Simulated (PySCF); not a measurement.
**Two-component Hartree-Fock for Bi(75+) (bismuth, charge +75)**

Start: [He] 2s2 2p4; 2p1/2 filled at m_j = -1/2, +1/2; 2p3/2 filled at m_j = +1/2, +3/2. Calculated with PySCF 2.14 in an even-tempered Gaussian basis (16 s from 65 bohr⁻², ratio 2.4; 13 p from 85 bohr⁻², ratio 2.4; 5 d from 280 bohr⁻², ratio 2.6; 4 f from 430 bohr⁻², ratio 2.6): generalised Hartree-Fock with the X2C-1e Hamiltonian and a Gaussian nucleus; one run each with spin-orbit coupling (SO) switched off, then screened by Boettger's factors.

```tsv
spinor shell	electrons	ε, spin-free (eV)	ε, screened SO (eV)	weight of nominal j (screened SO)	rms radius, screened SO (bohr)
1s1/2	2	-99217.0	-99144.1	1.000	0.0177
2s1/2	2	-23847.1	-23825.5	1.000	0.0701
2p1/2	2	-21628.3	-23370.3	1.000	0.0589
2p3/2	2	-21628.3	-20942.7	1.000	0.0666
```

| quantity | spin-free | screened SO |
| --- | --- | --- |
| E (hartree) | -12744.40560 | -12825.15798 |
| M_J | 2 | 2 |
| ⟨J²⟩ | 6.000 | 6.000 |
| ⟨L²⟩ | 2.000 | 3.328 |
| ⟨S²⟩ | 2.000 | 1.379 |

Each row is a mean over spinors that exchange with the open shell spreads, by up to 101.66 eV (2s1/2).

Breit and QED terms are absent; they matter most for the inner s and p1/2 levels.

Densities and radii are taken from the X2C orbitals without a picture-change correction, which distorts them close to the nucleus.

Without spin-orbit coupling the j labels of p, d and f shells carry no meaning; the spin-free column gives the mean over the occupied spinors of each nl shell.
